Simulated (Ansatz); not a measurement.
Reaction (cleavage of the Ge–Si bond): `B[SiH]([GeH3])C=O` + `S[SiH2]Cl` → `Cl[SiH2][S][GeH3]` + `B[SiH2]C=O`

Gas-phase electronic energies from Ansatz, PBE0-D4/def2-TZVP geometries. CBS: MP2 limit from def2 TZ/QZ plus the TZ coupled-cluster correction, frozen cores. Functionals use def2-TZVPP. B3LYP here is the variant with VWN-RPA as its local correlation; programs differ in this. For Ge outer-core shells are correlated without core-valence functions, which leaves a few kJ/mol of doubt a bond. Scalar relativity is left out up to krypton. Each species was taken in one conformer, which may not be the lowest.

Problem. Is it downhill or uphill in electronic energy at CCSD(T)/CBS, and by how much? (An estimate is asked.)

Solution. Ansatz gave: Downhill: ΔE = -0.18 eV.

Problem. What do these levels give: PBE-D4, PBE0-D4, ωB97X-V, ωB97M-V, PBE0, B3LYP, HF/def2-TZVPP, MP2/def2-TZVPP, SCS-MP2/def2-TZVPP, MP2/def2-QZVPP, SCS-MP2/def2-QZVPP, MP2/CBS(def2)? (An estimate is asked.)

Solution. The calculation gave: PBE-D4 -0.04, PBE0-D4 -0.10, ωB97X-V -0.20, ωB97M-V -0.19, PBE0 -0.10, B3LYP -0.13, HF/def2-TZVPP -0.37, MP2/def2-TZVPP -0.22, SCS-MP2/def2-TZVPP -0.25, MP2/def2-QZVPP -0.23, SCS-MP2/def2-QZVPP -0.26, MP2/CBS(def2) -0.23 eV.

Largest T1 diagnostic among the species: 0.016.

From PBE to PBE0 (25 % exact exchange), in def2-TZVPP and without D4, ΔE moves by −0.06 eV. In def2-TZVPP, CCSD(T) changes the Hartree–Fock value by +0.20 eV (the triples alone add +0.02 eV) and MP2 by +0.15 eV.
